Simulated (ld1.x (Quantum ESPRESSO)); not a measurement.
# Ranking TM potentials for neon (Ne)

All share these settings but for the change named:

ld1.x (Quantum ESPRESSO) 7.5 input, shortened:

```
&input
   title='Ne', zed=10., rel=0, dft='PBESOL', iswitch=3,
   config='[He] 2s2 2p5'
 /
 &inputp
   pseudotype=2, tm=.true., lloc=1,
   nlcc=.false.
 /
2
2S  1  0   2.00   0.00  0.60  0.60  0.0
2P  2  1   5.00   0.00  1.60  1.60  0.0
 &test
   configts(1)='2s2 2p5'
 /
```

Test errors are all-electron minus pseudo excitation energies from the reference, over 2s2 2p6; 2s2 2p4; 2s2 2p3; 2s2 2p5.5; 2s2 2p2; 2s1 2p6. None of these files shows a bound ghost.

The base gives 3333.1 meV.

Of 7 variants that were run, those that failed, showed a ghost or another fault, or gave nearly equal values are left out.

(1) Rank these variants by their largest absolute test error, smallest first.
A. wave 2p (bound): rc 1.60 bohr becomes 2p (bound): rc 1.02 bohr
B. wave 2p (bound): rc 1.60 bohr becomes 2p (bound): rc 1.20 bohr
C. wave 2p (bound): rc 1.60 bohr becomes 2p (bound): rc 1.44 bohr

Results:

(1) A (473.3 meV), B (918.9 meV), C (2216.0 meV).
